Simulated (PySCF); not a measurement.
## Relaxation of triplet PdCl₃⁺

These are results of UPBE0 in PySCF with Pd def2-SVP with ECP28, Cl def2-SVP; scalar-relativistic core potentials, no spin–orbit coupling; density-fitted integrals, not measurements. A (50,194) grid was used.

A hand-made T-shaped start, of C2v symmetry, held to at least that symmetry:

Coordinates in bohr (charge 1 multiplicity 3):
```
Pd    0.0000    0.0000   -0.7197
Cl    0.0000    0.0000    3.3360
Cl    4.0533    0.0000   -0.5782
Cl   -4.0533    0.0000   -0.5782
```

Optimiser trace:
```json
{"step": "0", "E − E(last) (kJ/mol)": "21.50", "largest gradient (Eh/bohr)": "0.05303"}
{"step": "1", "E − E(last) (kJ/mol)": "3.17", "largest gradient (Eh/bohr)": "0.01414"}
{"step": "2", "E − E(last) (kJ/mol)": "0.79", "largest gradient (Eh/bohr)": "0.00224"}
{"step": "3", "E − E(last) (kJ/mol)": "0.26", "largest gradient (Eh/bohr)": "0.00335"}
{"step": "4", "E − E(last) (kJ/mol)": "0.05", "largest gradient (Eh/bohr)": "0.00208"}
{"step": "5", "E − E(last) (kJ/mol)": "0.00", "largest gradient (Eh/bohr)": "0.00062"}
{"step": "6", "E − E(last) (kJ/mol)": "0.00", "largest gradient (Eh/bohr)": "0.00008"}
```

It ends at C2v with Pd–Cl 2.204 Å (×2), Pd–Cl 2.246 Å; Cl–Pd–Cl 82.1° (×2), Cl–Pd–Cl 164.3°. A frequency run shows 1 imaginary mode, down to 205i cm⁻¹, so it is a saddle point. Other isomers or separated fragments may lie lower.

Final geometry:
```xyz
4
charge 1 multiplicity 3, angstrom
Pd    0.0000    0.0000   -0.4728
Cl    0.0000    0.0000    1.7728
Cl    2.1836    0.0000   -0.1708
Cl   -2.1836    0.0000   -0.1708
```

Other spin states or occupations of the open shell can lie lower.

The relaxation took of the order of 60 core-seconds on a shared host.
